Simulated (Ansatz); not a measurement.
One change: `[Cl][Ge][Cl]` becomes `[OH][Ge][Cl]`.

Ansatz, PBE0-D4/def2-TZVP geometries, multiplicity 1. Each molecule was computed in one conformer, which needn't be the lowest.

Scalar relativity is left out up to krypton.

```
                                          property  `[Cl][Ge][Cl]`
                 HOMO energy (PBE/def2-TZVPP) / eV           -6.99
    zero-point energy (PBE0-D4/def2-TZVP) / kJ/mol             5.7
              HOMO–LUMO gap (PBE0/def2-TZVPP) / eV            5.03
size of the dipole moment (ωB97M-V/def2-TZVPP) / D            2.10
               LUMO energy (B3LYP/def2-TZVPP) / eV           -3.28
                LUMO energy (PBE0/def2-TZVPP) / eV           -3.07
```

(1) What does the change do to each property? (Best estimate.)

Results:

(1) Computed: 
| property | `[OH][Ge][Cl]` | shift |
| --- | --- | --- |
| HOMO energy (PBE/def2-TZVPP) / eV | -6.94 | 0.05 |
| zero-point energy (PBE0-D4/def2-TZVP) / kJ/mol | 38.7 | 33.0 |
| HOMO–LUMO gap (PBE0/def2-TZVPP) / eV | 5.73 | 0.70 |
| size of the dipole moment (ωB97M-V/def2-TZVPP) / D | 0.86 | -1.24 |
| LUMO energy (B3LYP/def2-TZVPP) / eV | -2.58 | 0.70 |
| LUMO energy (PBE0/def2-TZVPP) / eV | -2.36 | 0.71 |

The zero-point energy changes by 33.0 kJ/mol with +3 modes. Dipoles are sizes alone; their direction can turn.

B3LYP here is the variant with VWN-RPA as its local correlation; programs differ in this.
